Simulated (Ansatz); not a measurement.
`N[Si](F)(Cl)Br`, relaxed with RKS PBE0-D4/def2-TZVP in the Gaussian-basis code of Ansatz from a PBE-D4/def2-SVP geometry. The force threshold is 0.005 eV/Å; the program also tests the step.

Charge 0, multiplicity 1.

Start:

```xyz
7

N     0.441    0.418    0.938
Si   -0.254   -0.199   -0.488
F    -1.839   -0.569   -0.377
Cl   -0.113    1.231   -1.961
Br    0.768   -2.086   -1.040
H     0.675   -0.190    1.724
H     0.322    1.397    1.204
```

Problem. By how much does the energy fall, and how many steps does the optimiser take? (Estimate.)

Solution. The calculation gave: 6.97 kJ/mol, in 8 steps.

Problem. Which bonds change most? (Best estimate.)

Solution. Ansatz gave: Si2–F3 from 1.632 to 1.585 Å; Si2–Cl4 from 2.058 to 2.029 Å; N1–Si2 from 1.702 to 1.676 Å; Si2–Br5 from 2.215 to 2.194 Å.

Problem. Give the relaxed structure. (An estimate is asked.)

Solution. Computed: 
```xyz
7

N     0.388    0.408    0.942
Si   -0.265   -0.196   -0.478
F    -1.805   -0.565   -0.397
Cl   -0.115    1.215   -1.927
Br    0.756   -2.062   -1.018
H     0.699   -0.184    1.692
H     0.343    1.383    1.185
```
